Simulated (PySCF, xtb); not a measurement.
CdSe, SMILES [Se]=[Cd].

Harmonic wavenumbers (cm⁻¹) from xtb 6.7.1 with GFN2-xTB at its own minimum, in rising order: 284.

Problem. What does PBE-D3(BJ)/def2-TZVP (PySCF) give at its own minimum? (Estimate from the structure and the level; the computed values follow.)

Solution. 255. Paired by order, the mean absolute difference is 29 cm⁻¹ and the zero-point energies are 0.4 and 0.4 kcal/mol.
